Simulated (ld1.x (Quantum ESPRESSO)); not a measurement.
**Se, TM: configuration errors across variants**

```
Element                 : Se (Z = 34)
Generator               : ld1.x (Quantum ESPRESSO) 7.5
Type                    : norm-conserving Troullier–Martins (Kleinman–Bylander form)
Functional              : revPBE
Relativity              : fully relativistic
Frozen core             : [Ar] 3d10
Valence charge          : 6
Reference configuration : 4s2 4p4
Partial waves           : 4s (bound): rc 1.55 bohr; 4p (bound): rc 2.00 bohr
Local potential         : all-electron potential smoothed inside 1.80 bohr (lloc = -2)
Core correction         : a·sin(br)/r model core inside 1.40 bohr
```

Open shells are filled in proportion to 2j + 1 (rel_dist='average').

All-electron excitation energies from the reference (eV): (1) 4s2 4p3 10.810; (2) 4s2 4p2 31.116; (3) 4s2 4p1 61.919; (4) 4s2 4p0 103.990; (5) 4s2 4p3.5 4.292; (6) 4s1 4p5 10.850; (7) 4s1 4p4 22.318.

Tests that are not counted but printed errors over 1 eV. “all radii but the core radius scaled by about 1.16 (s 1.80, p 2.32 bohr); local potential all-electron potential smoothed inside 2.10 bohr (lloc = -2)”: 4s2 4p1 (pseudo-atom not self-consistent, printed error +8.8 eV).

A true bound ghost makes a file unfit for plane-wave use even where its test errors are small: the radial tests pick states by their node count and pass the ghost by. Where a test does run into it, the solver fails or the error is huge.

Errors AE − PS in meV (a dash: test not solved or not reliable):

```tsv
change	(1)	(2)	(3)	(4)	(5)	(6)	(7)	bound ghosts
base	-1.0	-14	-71	-231	-0.1	-5.4	-9.7	none
all radii but the core radius scaled by about 0.80 (s 1.24, p 1.60 bohr); local potential all-electron potential smoothed inside 1.44 bohr (lloc = -2)	+0.1	-6.6	-45	-164	+0.2	-8.0	-10	none
all radii but the core radius scaled by about 0.86 (s 1.34, p 1.72 bohr); local potential all-electron potential smoothed inside 1.56 bohr (lloc = -2)	-0.2	-8.7	-52	-181	+0.1	-7.3	-10	none
all radii but the core radius scaled by about 1.03 (s 1.60, p 2.06 bohr); local potential all-electron potential smoothed inside 1.86 bohr (lloc = -2)	-1.3	-16	-77	-247	-0.1	-5.1	-9.8	none
all radii but the core radius scaled by about 1.16 (s 1.80, p 2.32 bohr); local potential all-electron potential smoothed inside 2.10 bohr (lloc = -2)	-72	-265	–	-400	-17	-30	-196	p1/2
all radii but the core radius scaled by about 1.37 (s 2.12, p 2.74 bohr); local potential all-electron potential smoothed inside 2.48 bohr (lloc = -2)	+19	+124	+427	+1117	+3.5	-3.3	+25	none
```

Question: Give the same row for: all radii but the core radius scaled by about 1.23 (s 1.90, p 2.46 bohr); local potential all-electron potential smoothed inside 2.22 bohr (lloc = -2).

Answer: -1.8, -31, -163, -547, 0.0, -5.5, -4.9; bound ghosts: none.
